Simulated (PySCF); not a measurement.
## Ne⁺ (neon, charge +1): UHF calculation

Configuration: [He] 2s1 2p5 3d1, one real determinant (an excited configuration). All numbers are calculated (PySCF 2.14, scalar relativity by spin-free X2C-1e, in x2c-QZVPPall with one added diffuse shell each of s, p, d, f type (8s5p4d3f1g, 73 functions)).

| Quantity | Value |
| --- | --- |
| Total energy | -125.571634 hartree |
| One-electron energy | -169.3346 hartree |
| Hartree (Coulomb) energy | 54.9103 hartree |
| Exchange energy | -11.1474 hartree |
| ⟨S²⟩ | 3.7526 |
| ⟨L²⟩ | 7.999 |
| Sum of ⟨r⟩ | 7.745 bohr |
| Sum of ⟨r²⟩ | 11.94 bohr² |
| Traceless quadrupole moment −½Σ⟨3z² − r²⟩ along its main axis | -1.43 e·bohr² |
| Langevin diamagnetic susceptibility | -9.46 ×10⁻⁶ cm³/mol |

| shell | electrons | mean orbital energy (hartree) | spread (hartree) | rms radius, mean of both spins (bohr) |
| --- | --- | --- | --- | --- |
| 1s α | 1 | -34.32669 | 0 | 0.183 |
| 1s β | 1 | -34.13234 | 0 | 0.183 |
| 2s α | 1 | -3.24050 | 0 | 0.894 |
| 2p α | 3 | -2.15583 | 0.13063 | 0.923 |
| 2p β | 2 | -1.80492 | 0 | 0.923 |
| 3d α | 1 | -0.03185 | 0 | 2.61 |

⟨L²⟩ = 8.00 against 12 for a pure F term, so this real determinant mixes terms. The outer electron is Rydberg-like, and this basis confines it to a smaller radius and binds it less than a complete one would.

Spin-orbit constants ζ (cm⁻¹) from the X2C one-electron operator on these orbitals: bare nucleus, nucleus screened by l(l+1)(2l+1)/3 electrons, and screened by the Breit-Pauli mean field of the electrons.

| shell | bare | screened nucleus | mean field |
| --- | --- | --- | --- |
| 2p | 844.7 | 675.8 | 607.2 |
| 3d | 8.115 | 1.623 | 1.222 |

To first order the Landé constant is A = -67.19 cm⁻¹, so the lowest level has J = 9/2 and lies 0.0375 eV below the centre of the term. This holds in LS coupling only.
